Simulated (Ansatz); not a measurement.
Born–Oppenheimer molecular dynamics of a periodic cell of 36 atoms, H₄CO (contents 6 CH3OH, density as packed 0.79 g/cm³ with natural masses). It goes on from the last frame of an earlier run, with new velocities.

Method: DFT PBE-D3(BJ), scalar-relativistic, plane waves, PAW in Ansatz. Settings: accuracy low, cutoff 420 eV, k mesh 1x1x1, fermi-dirac smearing 0.02 eV, no spin polarisation.

| Item | Value |
| --- | --- |
| ensemble | NVE (velocity Verlet) |
| time step | 0.75 fs |
| steps asked | 400 |
| starting velocities drawn for | 500 K |
| seed | 168467 |

Frames 15 fs apart, positions in Å.

Velocities at 195.0 fs (Å/ps):

```
C -4.73 -1.19 -1.82
O -1.27 -0.97 -6.71
H -17.67 1.15 2.80
H 21.74 12.77 -2.59
H -23.08 -10.30 32.99
H -2.81 15.52 -15.61
C -1.71 -9.01 2.43
O -4.09 0.94 -1.98
H -10.01 -0.26 -31.91
H 16.35 33.25 -5.16
H 39.07 1.02 6.76
H -21.85 -17.36 36.35
C 5.31 -4.37 -3.15
O -5.00 8.48 0.16
H 26.58 -12.59 0.98
H 24.07 0.30 -8.10
H -4.61 7.79 17.99
H 18.58 10.30 3.64
C 3.34 -2.51 4.40
O 5.70 2.48 5.77
H 28.00 33.23 -48.83
H 9.01 -4.68 -0.63
H -9.46 6.87 -9.96
H 5.54 2.49 7.87
C 1.56 -2.69 5.26
O -3.54 0.62 1.09
H -22.46 -33.39 1.08
H -3.56 -42.49 -26.49
H 37.50 5.18 12.23
H 1.22 4.45 2.44
C 2.43 0.83 1.62
O -3.69 1.00 -4.83
H 6.10 15.64 0.16
H 4.82 -20.17 18.38
H 5.70 9.93 19.97
H -13.71 7.63 -15.53
```

```xyz
36
Lattice="7.3803 0.0000 0.0000 0.0000 7.3803 0.0000 0.0000 0.0000 7.3803" Properties=species:S:1:pos:R:3 time_fs=195.0 energy_less_start_eV=0.599 T=369
C 4.803 3.144 1.763
O 5.526 2.145 1.112
H 3.882 2.748 2.260
H 5.185 1.958 0.271
H 5.420 3.719 2.517
H 4.381 3.956 1.097
C 5.376 3.732 5.706
O 6.332 2.558 5.666
H 4.322 3.605 6.014
H 5.954 2.028 4.921
H 5.710 4.614 6.232
H 5.332 4.148 4.690
C 1.174 4.335 4.565
O 0.266 4.688 3.461
H 0.717 4.663 5.547
H -0.294 3.892 3.335
H 1.151 3.244 4.631
H 2.217 4.737 4.443
C 3.173 0.416 5.024
O 2.039 0.445 5.883
H 4.033 1.135 5.478
H 2.331 0.230 6.873
H 3.693 -0.583 5.090
H 2.926 0.537 3.941
C 1.417 1.694 1.618
O 2.109 0.487 1.255
H 2.093 2.356 2.122
H 1.936 -0.036 2.056
H 1.063 2.205 0.639
H 0.588 1.472 2.360
C 5.257 7.053 2.566
O 5.904 7.840 3.616
H 5.948 6.949 1.779
H 6.551 8.371 3.187
H 4.912 6.079 3.075
H 4.365 7.551 2.208
36
Lattice="7.3803 0.0000 0.0000 0.0000 7.3803 0.0000 0.0000 0.0000 7.3803" Properties=species:S:1:pos:R:3 time_fs=210.0 energy_less_start_eV=0.389 T=415
C 4.693 3.128 1.729
O 5.520 2.155 1.060
H 3.741 2.657 2.055
H 5.506 2.323 0.045
H 5.321 3.419 2.578
H 4.527 4.041 1.093
C 5.380 3.646 5.693
O 6.219 2.589 5.641
H 4.490 3.256 6.231
H 6.114 1.930 4.900
H 5.828 4.302 6.530
H 5.257 4.210 4.806
C 1.209 4.311 4.516
O 0.267 4.782 3.526
H 0.959 4.800 5.427
H -0.062 4.031 2.985
H 1.358 3.231 4.557
H 2.186 4.709 4.140
C 3.234 0.396 5.068
O 2.147 0.498 5.952
H 3.962 1.258 5.111
H 2.305 0.370 6.862
H 3.776 -0.542 5.080
H 2.647 0.447 4.145
C 1.443 1.656 1.703
O 2.075 0.454 1.269
H 2.035 2.196 2.421
H 1.776 -0.388 1.669
H 1.241 2.212 0.841
H 0.421 1.518 2.018
C 5.274 7.065 2.588
O 5.854 7.885 3.580
H 5.971 6.745 1.752
H 6.761 8.111 3.201
H 5.036 6.088 2.973
H 4.343 7.543 2.147
36
Lattice="7.3803 0.0000 0.0000 0.0000 7.3803 0.0000 0.0000 0.0000 7.3803" Properties=species:S:1:pos:R:3 time_fs=225.0 energy_less_start_eV=0.520 T=386
C 4.673 3.091 1.679
O 5.509 2.190 1.000
H 3.694 2.645 1.755
H 5.967 2.548 0.241
H 4.904 3.216 2.727
H 4.577 4.001 1.153
C 5.262 3.682 5.782
O 6.229 2.491 5.584
H 4.205 3.405 5.882
H 5.655 1.911 5.114
H 5.774 4.324 6.465
H 5.234 4.184 4.709
C 1.315 4.349 4.397
O 0.250 4.849 3.582
H 1.173 4.756 5.421
H 0.350 4.318 2.793
H 1.126 3.275 4.589
H 2.322 4.589 4.173
C 3.239 0.383 5.075
O 2.194 0.553 6.026
H 3.849 1.246 4.936
H 2.706 0.569 6.909
H 3.849 -0.500 5.359
H 2.996 0.329 4.021
C 1.406 1.616 1.732
O 2.070 0.388 1.299
H 1.788 1.865 2.811
H 1.483 -0.344 1.595
H 1.693 2.479 1.083
H 0.328 1.452 1.816
C 5.258 6.997 2.575
O 5.865 7.956 3.540
H 5.972 6.845 1.758
H 6.821 7.750 3.647
H 4.996 6.079 3.113
H 4.441 7.490 2.123
36
Lattice="7.3803 0.0000 0.0000 0.0000 7.3803 0.0000 0.0000 0.0000 7.3803" Properties=species:S:1:pos:R:3 time_fs=240.0 energy_less_start_eV=0.568 T=374
C 4.624 3.057 1.628
O 5.551 2.188 0.956
H 3.562 2.774 1.461
H 5.974 2.645 0.230
H 4.911 3.071 2.710
H 4.694 4.161 1.370
C 5.290 3.604 5.687
O 6.091 2.539 5.597
H 4.260 3.354 6.035
H 5.703 1.705 5.171
H 5.554 4.247 6.548
H 5.236 4.369 4.893
C 1.373 4.350 4.391
O 0.290 4.939 3.580
H 1.428 4.952 5.327
H 0.327 4.690 2.638
H 1.267 3.282 4.578
H 2.267 4.531 3.738
C 3.274 0.374 5.103
O 2.244 0.614 6.035
H 3.892 1.335 4.965
H 2.300 0.569 7.018
H 4.042 -0.396 5.384
H 2.674 -0.108 4.303
C 1.361 1.526 1.804
O 2.059 0.369 1.379
H 1.304 1.647 2.870
H 1.410 -0.346 1.327
H 2.049 2.333 1.321
H 0.323 1.662 1.320
C 5.316 7.007 2.621
O 5.887 7.949 3.462
H 5.987 6.783 1.812
H 6.305 7.406 4.113
H 5.010 6.077 3.219
H 4.337 7.394 2.247
36
Lattice="7.3803 0.0000 0.0000 0.0000 7.3803 0.0000 0.0000 0.0000 7.3803" Properties=species:S:1:pos:R:3 time_fs=255.0 energy_less_start_eV=0.329 T=428
C 4.669 3.037 1.597
O 5.580 2.211 0.949
H 3.665 2.857 1.133
H 5.509 2.284 -0.088
H 4.677 2.716 2.656
H 4.952 4.132 1.463
C 5.144 3.718 5.660
O 6.079 2.488 5.592
H 4.126 3.330 5.855
H 5.748 2.030 4.810
H 5.546 4.367 6.491
H 5.395 4.096 4.734
C 1.424 4.413 4.276
O 0.345 5.030 3.625
H 1.589 5.033 5.130
H 0.350 4.627 2.726
H 1.076 3.398 4.591
H 2.411 4.269 3.750
C 3.272 0.337 5.159
O 2.219 0.683 6.059
H 3.691 1.278 4.710
H 2.654 0.393 6.877
H 4.061 -0.177 5.707
H 2.945 -0.241 4.264
C 1.295 1.523 1.842
O 2.046 0.292 1.446
H 0.865 1.256 2.810
H 1.400 -0.430 1.368
H 1.832 2.396 1.896
H 0.504 1.685 1.147
C 5.285 6.938 2.608
O 5.974 7.940 3.485
H 5.965 6.624 1.729
H 6.208 7.496 4.366
H 5.128 5.983 3.055
H 4.357 7.386 2.189
36
Lattice="7.3803 0.0000 0.0000 0.0000 7.3803 0.0000 0.0000 0.0000 7.3803" Properties=species:S:1:pos:R:3 time_fs=270.0 energy_less_start_eV=0.285 T=438
C 4.682 3.033 1.559
O 5.658 2.192 0.902
H 3.745 3.195 1.060
H 5.316 1.816 0.130
H 4.340 2.566 2.490
H 5.113 3.986 1.736
C 5.148 3.709 5.557
O 5.946 2.536 5.603
H 4.072 3.493 5.598
H 6.140 2.279 4.672
H 5.495 4.320 6.359
H 5.030 4.416 4.633
C 1.484 4.406 4.267
O 0.399 5.159 3.575
H 1.938 5.040 5.075
H -0.016 4.524 2.987
H 1.223 3.459 4.759
H 2.267 4.312 3.547
C 3.282 0.346 5.218
O 2.205 0.719 6.067
H 3.542 1.096 4.497
H 2.188 0.625 7.075
H 4.168 -0.075 5.731
H 2.932 -0.436 4.484
C 1.198 1.390 1.885
O 2.034 0.304 1.512
H 0.438 1.239 2.686
H 1.484 -0.503 1.604
H 2.032 2.020 2.322
H 0.682 1.817 1.013
C 5.349 6.953 2.635
O 5.997 7.836 3.481
H 5.939 6.783 1.744
H 6.473 7.287 4.127
H 5.132 6.053 3.245
H 4.440 7.382 2.297
```

Of the whole run (300 fs, mean temperature of the second half 433 K): The conserved energy stayed within 0.51 meV per atom of its start (net change 0.2 meV per atom), so the integration is sound. A run of 0.3 ps of so small a system gives no equilibrium averages. Limits of this set-up: coarse k mesh, low accuracy level.

The run took 6.9 min on 1 thread of Intel(R) Xeon(R) 6975P-C (Granite Rapids), on a shared host, peak memory 0.45 GiB.
